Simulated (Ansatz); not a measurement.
Calculation: frozen-core CCSD(T)/def2-TZVPD // CAM-B3LYP-D3(BJ)/def2-TZVPD run with Ansatz (a program for electronic structure).

Ansatz 0.2 input:
```yaml
crystal:
  periodic: [false, false, false]
  atoms:
    - { symbol: O, position_ang: [1.311874, -0.025689, -0.09578] }
    - { symbol: Si, position_ang: [-0.300951, -0.25724, -0.038617] }
    - { symbol: Br, position_ang: [-1.29456, 1.328463, 1.164731] }
    - { symbol: H, position_ang: [1.673341, 0.794413, -0.438474] }
    - { symbol: H, position_ang: [-0.918863, -0.197956, -1.373842] }
    - { symbol: H, position_ang: [-0.50975, -1.548073, 0.625348] }
basis:
  gaussian: { orbitals: def2-TZVPD }
correlation:
  method: ccsd_t
```

Output:

```
Functional definition: HF
1103 factors; integrals over basis functions are off by at most 1.0e-3 eV
mean field evaluation 1: about -79947.4187 eV, gradient 3.5e1 eV
mean field evaluation 2: about -79947.4960 eV, gradient 3.6e1 eV
mean field evaluation 4: about -79949.9128 eV, gradient 2.5e0 eV
mean field evaluation 8: about -79949.9427 eV, gradient 2.0e-1 eV
mean field evaluation 16: about -79948.9601 eV, gradient 2.3e1 eV
mean field -79949.94280557 eV, -2938.1062060871 hartree, gradient 2.3e-6 eV, S^2 0.000000; 0 other end points of the search recorded, 0 dependent functions left out
15 core orbitals not correlated
reference -79949.94280557 eV, -2938.1062060871 hartree; 15, 15 occupied and 137, 137 virtual orbitals, 1103 factors
second order -17.24641795 eV of doubles, -0.00000000 eV of singles
cycle   1  -17.39601119 eV  change   -1.5e-1 eV  update   8.3e-2
cycle   2  -17.80282670 eV  change   -4.1e-1 eV  update   2.3e-2
cycle   3  -17.87374851 eV  change   -7.1e-2 eV  update   1.1e-2
cycle   4  -17.86162671 eV  change    1.2e-2 eV  update   2.5e-3
cycle   5  -17.86146930 eV  change    1.6e-4 eV  update   1.1e-3
cycle   6  -17.86184705 eV  change   -3.8e-4 eV  update   3.1e-4
cycle   7  -17.86163861 eV  change    2.1e-4 eV  update   1.2e-4
cycle   8  -17.86161887 eV  change    2.0e-5 eV  update   3.7e-5
perturbative correction -0.60660926 eV, -0.0222924791 hartree
Total energy: -79968.41103370 eV, -2938.7849009528 hartree
```

Cost: very roughly 100 core-seconds.
